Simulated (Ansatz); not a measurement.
Diatomic GaH+, multiplicity 2 (lowest of 2S+1 = 2, 4 at CCSD(T)/def2-TZVPP on PBE0 minima; our sources give no spin for the ground state, which may be another). No spin–orbit coupling. Ga is treated without relativity.

The constants come from a fifth-degree fit in 1/R (seven points, main isotopes). In def2 and cc sets the state is the lowest found near the PBE0 minimum, followed along R.

Correlated levels freeze the inner cores; with def2 sets outer-core shells near the valence are correlated too.

Run with Ansatz (an electronic-structure program) with Gaussian orbitals. Each number belongs to the level named beside it.

Energies at CCSD/def2-TZVPP:

| R (Å) | E (hartree) |
|---|---|
| 1.545324 | -1923.70408631 |
| 1.586865 | -1923.70508978 |
| 1.625082 | -1923.70543790 |
| 1.668285 | -1923.70531667 |
| 1.711487 | -1923.70478589 |
| 1.761337 | -1923.70382048 |
| 1.819494 | -1923.70240642 |

Task: With a reduced mass of 0.9933 u, find the minimum, the force constant and the constants.

Result: A fifth-degree polynomial in 1/R puts the minimum at r_e = 1.6356 Å with force constant 120 N/m. Then ω_e = (1/2πc)√(k/μ) = 1432 cm⁻¹ and B_e = h/(8π²cμr_e²) = 6.344 cm⁻¹; the cubic and quartic terms give α_e = 0.45 and ω_e x_e = 100 cm⁻¹.
